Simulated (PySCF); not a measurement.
A calculated (PBEsol, PySCF 2.14, aug-cc-pVTZ, the non-relativistic Hamiltonian (point nucleus)) atom or ion has these occupied shells.

```csv
shell,electrons,orbital energy (eV),"rms radius, mean of both spins (bohr)"
1s α,1,-8154.7,0.0635
1s β,1,-8154.6,0.0635
2s α,1,-1003.0,0.270
2s β,1,-1001.0,0.270
2p α,3,-880.91,0.240
2p β,3,-879.44,0.240
3s α,1,-148.65,0.801
3s β,1,-144.84,0.801
3p α,3,-111.25,0.839
3p β,3,-107.49,0.839
3d α,5,-48.759,1.00
3d β,2,-45.836,1.00
```

(1) Name the element and its charge.

Results:

(1) Ni³⁺ (nickel, charge +3), in [Ar] 3d7, high-spin 4F determinant.
